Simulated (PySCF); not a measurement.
## SMILES [SiH3]c1c(C=O)snn1, C3H4N2OSSi

Geometry:
```tsv
atom	x (Å)	y (Å)	z (Å)
O1	-0.194	-1.992	-0.684
C2	0.892	-1.458	-0.678
C3	1.069	-0.106	-0.223
S4	2.524	0.814	-0.142
N5	1.689	2.104	0.464
N6	0.454	1.900	0.602
C7	0.025	0.686	0.239
Si8	-1.763	0.082	0.329
H9	1.800	-1.982	-1.022
H10	-2.191	-0.226	-1.030
H11	-1.801	-1.047	1.252
H12	-2.504	1.225	0.867
```

Theory: GIAO PBE/pcSseg-1 magnetisability, rotational g tensor and spin-rotation constants, non-relativistic, gas phase (PySCF 2.14.0). Geometry: GFN2-xTB.

(1) Give the nuclear spin-rotation constants along the inertial axes (H = +C I·J) beside the isotropic shieldings.

(2) How do the rotational constants and the g tensor change when H9, H10, H11, H12 are replaced by deuterium?

Answers

(1) Rotational constants 2.4499, 1.3129, 0.8637 GHz. A star marks the isotopologue with that one atom substituted, in its own axes.
| atom | isotope | Caa (kHz) | Cbb (kHz) | Ccc (kHz) | mean (kHz) | σ (ppm) |
| --- | --- | --- | --- | --- | --- | --- |
| N5 | 14N | 0.719 | 0.402 | 0.082 | 0.401 | -200.9 |
| N6 | 14N | 0.986 | 0.297 | 0.061 | 0.448 | -204.6 |
| H9 | 1H | -0.089 | 0.105 | -0.066 | -0.017 | 20.5 |
| H10 | 1H | -0.149 | -0.104 | 0.006 | -0.083 | 26.8 |
| H11 | 1H | -0.149 | -0.104 | 0.006 | -0.083 | 26.8 |
| H12 | 1H | -0.202 | 0.061 | -0.076 | -0.072 | 26.5 |
| O1 | 17O* | -2.737 | -0.794 | -0.038 | -1.190 | -325.9 |
| C2 | 13C* | 1.091 | 0.688 | 0.190 | 0.657 | -1.1 |
| C3 | 13C* | 1.002 | 0.623 | 0.202 | 0.609 | 17.2 |
| S4 | 33S* | 1.775 | 0.602 | 0.325 | 0.901 | -68.1 |
| C7 | 13C* | 1.086 | 0.576 | 0.180 | 0.614 | 23.4 |
| Si8 | 29Si* | -1.322 | -0.730 | -0.480 | -0.844 | 415.5 |

For the geometry as given, no vibrational averaging.

(2) Constants 2.2609, 1.2425, 0.8176 GHz; g -0.0832, -0.0361, -0.0006, against -0.0890, -0.0388, -0.0006 before.
